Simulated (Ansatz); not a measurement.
Calculated with Ansatz (gas phase, PBE0-D4/def2-TZVP geometries, no zero-point term in ΔE). CCSD(T)/CBS adds triple-zeta CCSD(T) − MP2 to the extrapolated MP2 energy (def2 sets, frozen cores). This one scheme is used for every species. DFT in def2-TZVPP. One conformer a species, not always the lowest.

Consider the hydrogenolysis of the Si–F bond: `C=C(CCl)[SiH2]F` + H₂ → `C=C([SiH3])CCl` + H–F.

`C=C(CCl)[SiH2]F`:

Z-matrix (Å, degrees):
```
C
C 1 1.491
Cl 1 1.796 2 110.8
H 1 1.091 2 111.5 3 117.0
H 1 1.090 2 112.4 3 -120.0
C 2 1.331 1 120.9 3 131.6
Si 2 1.867 1 118.6 3 -49.5
H 6 1.085 2 121.6 1 177.1
H 6 1.088 2 121.8 1 -2.2
F 7 1.604 2 107.1 1 -161.2
H 7 1.479 2 113.0 1 81.2
H 7 1.484 2 110.3 1 -43.4
```

H₂:

Z-matrix (Å, degrees):
```
H
H 1 0.746
```

`C=C([SiH3])CCl`:

Cartesian coordinates in Å:
```
C 0.979 -1.274 0.257
C 0.261 -0.168 0.066
Si -1.432 -0.257 -0.738
C 0.818 1.158 0.466
Cl -0.281 2.021 1.591
H 0.624 -2.249 -0.059
H 1.956 -1.246 0.735
H -1.570 -1.600 -1.360
H -2.524 -0.061 0.247
H -1.541 0.794 -1.785
H 0.932 1.820 -0.394
H 1.778 1.061 0.973
```

H–F:

Z-matrix (Å, degrees):
```
F
H 1 0.920
```

```csv
species,PBE0 energy (Eh)
`C=C(CCl)[SiH2]F`,-967.10399
H₂,-1.16849
`C=C([SiH3])CCl`,-867.83809
H–F,-100.39405
```

(1) Work out ΔE.

Largest T1 diagnostic among the species: 0.011.

Results:

(1) ΔE = (-867.83809) + (-100.39405) − (-967.10399) − (-1.16849) = 0.04034 Eh = +105.9 kJ/mol. CCSD(T)/CBS gives +113.5 kJ/mol.
